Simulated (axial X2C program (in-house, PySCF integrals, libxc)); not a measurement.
**CoO: from the spin-free to the two-component result**

Calculated with an axial X2C code built on PySCF integrals. Spin-free means the one-electron spin-free X2C Hamiltonian; two-component (2c) means X2C with spin–orbit coupling and atomic mean-field two-electron Coulomb and Gaunt terms, so the difference of the two also holds small scalar two-electron terms. Basis: Co dyall-cv3z [9s10p6d3f2g], O dyall-av3z [7s6p3d2f] (cores contracted in-house); Gaussian nuclei, density fitting, unrestricted open shells. Masses: Co 58.933 u, O 15.995 u.

Spin-free state: M_S = 3/2, Λ = 2 (beyond evenly filled blocks: π+α, π-α, δ+α, δ+β, δ-α); fragments Co + O.

```json
{"level": "PW91", "Re (Å)": "1.615", "ωe (cm⁻¹)": "895.9", "De (eV)": "5.225", "μ (D)": "-3.82"}
```

Dipoles are positive if O is the positive end.

Two-component determinant lowest at the distance of the search:

Ω = 7/2 (⟨Sz⟩ = 1.50, ⟨Lz⟩ = 2.00 at PW91); fragments Co + O.

```tsv
level	Re (Å)	ωe (cm⁻¹)	μ (D)
PW91	1.616	895.5	-3.82
```

Q: From the two tables, how do the constants change at the PW91 level (2c against spin-free)?

A: At the PW91 level Re is unchanged within 0.001 Å and ωe drops by 0.4 cm⁻¹.

Occupations by symmetry block were frozen at the best pattern of an incomplete PBE0 search. De is counted from the lowest determinant-based energies of the atoms at the same level, without counterpoise correction. De is not given where an atomic determinant may have missed its ground term or J level, or where the truncated virtual space spoils (T). Density functionals use the spin component along the axis (collinear). PBE0 can misorder states that lie within some tenths of an eV, so this need not be the ground state of the molecule. The nearest other spin-free determinant of the search, M_S = 3/2, Λ = 0, lies 0.13 eV up at the distance of the search. The functionals have no current-density term, which raises determinants with orbital currents, atoms included. With several unpaired electrons one determinant need not be a pure state. At some level and bond length an empty orbital lies below a filled one.
